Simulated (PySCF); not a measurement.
Gold: a sound run and one with changed settings

Sound run: Au [Xe] 4f14 5d10 6s1, Au⁺ [Xe] 4f14 5d10. Computed with PySCF 2.14 in cc-pVTZ-PP with ECP60MDF (5s5p4d2f1g, 63 functions), with scalar relativity through the core potential. The sound run starts from symmetry-adapted Hartree-Fock orbitals and uses a fine grid where one is needed.

Changed run: 14 angular points. This setting is unsound on purpose.

| species | method | sound run (hartree) | changed run (hartree) | converged |
| --- | --- | --- | --- | --- |
| Au | UHF | -134.78172 | -134.78172 | yes |
| Au | LDA | -135.49291 | -137.06831 | yes |
| Au | BP86 | -135.83793 | -137.45409 | yes |
| Au⁺ | UHF | -134.49946 | -134.49946 | yes |
| Au⁺ | LDA | -135.12925 | -136.73227 | yes |
| Au⁺ | BP86 | -135.48130 | -137.12970 | yes |

Ionisation energy of Au:

```json
{"method": "UHF", "sound run (eV)": "7.681", "changed run (eV)": "7.681"}
```

A coarse angular grid integrates products of high-l functions wrongly, so density functionals can shift, and the SCF can exploit the error; Hartree-Fock and MP2 need no grid.

For comparison, NIST gives 9.226 eV between the lowest levels.
